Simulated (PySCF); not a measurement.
Cl₂O₂W, charge +1, doublet, geometry from GFN2-xTB (such geometries of metal compounds can be far from the true shape) (the multiplicity is a formal guess) (core potentials on W). Base run: B3LYP/def2-SV(P) in PySCF.

PySCF was given this input:
```python
from pyscf import gto, scf, dft

mol = gto.Mole()
mol.atom = '''
    W     0.20214214   -0.04016039    0.06643374
    O     1.45911084   -0.60086055   -0.92435281
    O     0.76262285    0.15945983    1.65452256
    Cl   -0.51668921    1.83426238   -0.68033334
    Cl   -1.40874539   -1.45172859    0.04754189
'''
mol.basis = 'def2-sv(p)'
mol.ecp = {'W': 'def2-sv(p)'}
mol.charge = 1
mol.spin = 1
mol.verbose = 4
mol.build()

mf = dft.UKS(mol)
mf.xc = 'b3lyp'
mf.kernel()
mf.analyze()
```

Variants of this job, named by their change:

```tsv
change	ΔE vs base (mEh)	grid points	electrons on the grid
base	0.000	90232	63.00000
grids.prune = off	0.001	158144	63.00000
grids.level = 2	0.016	61504	63.00000
grids.level = 7	0.007	443480	63.00000
grids.level = 0	126.0	8680	62.97256
small_rho_cutoff = 0	0.000	90232	63.00000
grids.atom_grid = (50, 194)	-0.096	31896	63.00003
grids.level = 5	0.007	223408	63.00000
grids.atom_grid = (75, 302)	0.016	69336	63.00000
grids.level = 1	-0.077	31928	63.00002
grids.atom_grid = (30, 110)	0.494	12184	62.99971
```

Open shells are given as the SCF converged; they aren't shown to be the lowest states, and a large step between rows can be another state.
